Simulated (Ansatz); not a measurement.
Basis-set extrapolation for CH5BO2Si, SMILES `[SiH3]B1OCO1` (PBE0-D4/def2-TZVP geometry, frozen core, Ansatz 0.2.0). Multiplicity 1, RHF reference.

```json
{"": "HF", "def2-TZVPP": "-504.267469", "def2-QZVPP": "-504.286212"}
{"": "MP2 correlation", "def2-TZVPP": "-0.846572", "def2-QZVPP": "-0.909761"}
{"": "CCSD(T) correlation", "def2-TZVPP": "-0.918202", "def2-QZVPP": "not run"}
```

Energies in hartree. Use E(X) = E(∞) + A·exp(−7.88·√X) for Hartree–Fock and E(X) = E(∞) + B·X^(−2.97) for correlation, with X = 3 and 4, and add CCSD(T) minus MP2 of the smaller set to the MP2 limit.

What is the CCSD(T) energy at the basis-set limit?

HF limit: -504.286212 + (-0.018743) × 0.13774 = -504.28879. MP2 limit: -0.909761 + (-0.063189) × 0.74074 = -0.95657. Higher-order term: -0.918202 − (-0.846572) = -0.07163. Total: -505.31699 hartree, 3.57 eV below CCSD(T)/def2-TZVPP.
